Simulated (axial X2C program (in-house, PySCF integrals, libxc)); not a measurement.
# Potential curves of ScH, with spin–orbit coupling

All values were computed with an axial X2C code built on PySCF integrals. Two-component (2c) means X2C with spin–orbit coupling and atomic mean-field two-electron Coulomb and Gaunt terms. Basis: Sc dyall-cv3z [10s11p7d5f2g], H dyall-v3z [6s2p1d] (cores contracted in-house); Gaussian nuclei, density fitting, unrestricted open shells. Masses: Sc 44.956 u, H 1.008 u.

State: Ω = 1 (⟨Sz⟩ = -1.00, ⟨Lz⟩ = 2.00 at PBE0). Energies in eV from the fragments at the same level (Sc + H). Fits are polynomials in 1 − R0/R over 0.85 to 1.23 times the lowest point R0.

```tsv
R (Å)	PBE0	CCSD	CCSD(T)	HF
1.6086	-1.9788			-1.2290
1.6826	-2.1493	-1.8476	-1.8111	-1.4832
1.7381	-2.2271	-1.9487	-1.9092	-1.6159
1.7935	-2.2696	-2.0121	-1.9700	-1.7071
1.8490	-2.2826	-2.0441	-1.9996	-1.7632
1.9137	-2.2672	-2.0482	-2.0015	-1.7915
1.9784	-2.2250	-2.0231	-1.9747	-1.7867
2.0616	-2.1402	-1.9573	-1.9072	-1.7416
2.1633	-2.0025			-1.6416
2.3112	-1.7599			-1.4364
```

Correlated methods: 12 electrons correlated (number of frozen shells: Sc 2 s, 1 p; H none), 234 virtual spin orbitals or spinors in MP2, 90 natural virtuals in coupled cluster.

The state is one determinant whose occupation by symmetry is held fixed; it was picked as the lowest of a PBE0 search that is not exhaustive. De is counted from the lowest determinant-based energies of the atoms at the same level, without counterpoise correction. Density functionals use the spin component along the axis (collinear). Coupled cluster ran in a truncated set of natural virtual spinors; the MP2 energy of the rest was added. (T) has no such correction and the atoms are truncated less, which lowers De at CCSD(T) by a hundredth of an eV or more. In 2c an atomic determinant is not the ground J level, so De misses part of the atomic spin–orbit lowering. This holds for PBE0. PBE0 can misorder states that lie within some tenths of an eV, so this need not be the ground state of the molecule. The nearest other 2c determinant of the search, Ω = 3, lies 0.02 eV up at the distance of the search. The functionals have no current-density term, which raises determinants with orbital currents, atoms included. With several unpaired electrons one determinant need not be a pure state. Coupled cluster ran on the points near the minimum only. MP2 and coupled cluster on one determinant become unreliable at the stretched end.

Question: What are Re, ωe and De at the PBE0 level?

Answer: At PBE0, 2c: Re = 1.849 Å, ωe ≈ 1480 cm⁻¹, De = 2.28 eV to Sc + H; Be follows as 5 cm⁻¹.

Question: Fit the CCSD curve near its minimum: give the equilibrium distance, the harmonic wavenumber and the well depth.

Answer: At CCSD, 2c: Re = 1.889 Å, ωe ≈ 1440 cm⁻¹, De = 2.05 eV to Sc + H; Be follows as 4.79 cm⁻¹.

Question: Fit the CCSD(T) curve near its minimum: give the equilibrium distance, the harmonic wavenumber and the well depth.

Answer: At CCSD(T), 2c: Re = 1.885 Å, ωe ≈ 1440 cm⁻¹, De = 2.00 eV to Sc + H; Be follows as 4.81 cm⁻¹.

Question: Fit the HF curve near its minimum: give the equilibrium distance, the harmonic wavenumber and the well depth.

Answer: At HF, 2c: Re = 1.935 Å, ωe ≈ 1430 cm⁻¹, De = 1.79 eV to Sc + H; Be follows as 4.57 cm⁻¹.
